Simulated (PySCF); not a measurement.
Sn(OH)2 (H2O2Sn), SMILES [OH][Sn][OH] (connectivity only; charge and spin as stated), neutral, multiplicity 1.

Geometry optimised at B3LYP-D3(BJ)/def2-TZVP. The def2 effective core potentials stand for the cores of Sn; spin–orbit coupling is left out. The values are those of a single conformer.

All values below come from TDA-ωB97X/def2-SVPD (PySCF).

Vertical excitations. The molecule is in vacuum. State labels are in the subgroup Cs.

Computed lowest excited states:
```json
[
 {"state": "S1", "symmetry": "A\"", "energy (eV)": "4.72", "λ (nm)": "263", "f": "0.113", "main pairs": "HOMO→LUMO 96 %"},
 {"state": "S2", "symmetry": "A'", "energy (eV)": "5.86", "λ (nm)": "211", "f": "0.001", "main pairs": "HOMO−1→LUMO 77 %, HOMO→LUMO+1 18 %"},
 {"state": "S3", "symmetry": "A\"", "energy (eV)": "6.11", "λ (nm)": "203", "f": "0.001", "main pairs": "HOMO−3→LUMO 97 %"},
 {"state": "S4", "symmetry": "A'", "energy (eV)": "6.51", "λ (nm)": "190", "f": "0.063", "main pairs": "HOMO−2→LUMO 57 %, HOMO→LUMO+1 18 %"},
 {"state": "S5", "symmetry": "A'", "energy (eV)": "6.93", "λ (nm)": "179", "f": "0.374", "main pairs": "HOMO→LUMO+1 58 %, HOMO−2→LUMO 17 %, HOMO−1→LUMO 10 %"},
 {"state": "S6", "symmetry": "A\"", "energy (eV)": "7.15", "λ (nm)": "174", "f": "0.030", "main pairs": "HOMO−1→LUMO+1 79 %"},
 {"state": "S7", "symmetry": "A'", "energy (eV)": "7.44", "λ (nm)": "167", "f": "0.541", "main pairs": "HOMO→LUMO+3 52 %, HOMO→LUMO+2 22 %, HOMO−2→LUMO 14 %"},
 {"state": "S8", "symmetry": "A\"", "energy (eV)": "7.56", "λ (nm)": "164", "f": "0.002", "main pairs": "HOMO−1→LUMO+2 54 %, HOMO−2→LUMO+1 26 %"},
 {"state": "S9", "symmetry": "A'", "energy (eV)": "7.77", "λ (nm)": "160", "f": "0.054", "main pairs": "HOMO→LUMO+2 61 %, HOMO→LUMO+3 27 %"},
 {"state": "S10", "symmetry": "A\"", "energy (eV)": "7.96", "λ (nm)": "156", "f": "0.088", "main pairs": "HOMO−4→LUMO 77 %"},
 {"state": "T1", "symmetry": "A\"", "energy (eV)": "3.56", "λ (nm)": "349", "f": "0", "main pairs": "HOMO→LUMO 97 %"},
 {"state": "T2", "symmetry": "A'", "energy (eV)": "5.05", "λ (nm)": "246", "f": "0", "main pairs": "HOMO−1→LUMO 95 %"},
 {"state": "T3", "symmetry": "A'", "energy (eV)": "5.44", "λ (nm)": "228", "f": "0", "main pairs": "HOMO→LUMO+1 90 %"},
 {"state": "T4", "symmetry": "A'", "energy (eV)": "5.79", "λ (nm)": "214", "f": "0", "main pairs": "HOMO−2→LUMO 96 %"}
]
```
Triplets are in the Tamm–Dancoff approximation.
